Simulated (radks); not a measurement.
F I, configuration [He] 2s2 2p5.

Calculated with a radial shooting solver on a logarithmic mesh with Libxc functionals: scalar-relativistic Kohn-Sham, PBEsol, spin-polarised, spherical densities, finite nucleus; open shells are filled with parallel spins first; Fermi nuclear charge, rms radius 2.8976 fm.

Energy parts (eV):
total: -2706.527
kinetic: 2703.273
electron-nucleus: -6490.342
Hartree: 1350.515
exchange-correlation: -269.973

Orbitals (lengths in bohr, moments of r in powers of bohr; r(90%) holds 90 % of the orbital's charge):
orbital  occ.  eigenvalue (eV)  <1/r>  r(90%)
1s up       1        -661.4263  8.611   0.317
1s down     1        -660.6809  8.618   0.316
2s up       1         -30.4861  1.464    1.61
2s down     1         -28.7948  1.448    1.63
2p up       3         -11.7997  1.284    1.91
2p down     2         -10.1575  1.254    2.00

The highest occupied level is 2p down at -10.157 eV. The spin density at the nucleus is -0.0160 e/bohr^3 (1s -0.3216, 2s 0.3056). Summed over all electrons, <r^2> = 10.72 bohr^2, which gives a Langevin (diamagnetic) susceptibility term of -8.49 x 10^-6 cm^3/mol. The electron density at the nucleus is 463.1 e/bohr^3 (large components only). Spin moment in Bohr magnetons: 1.
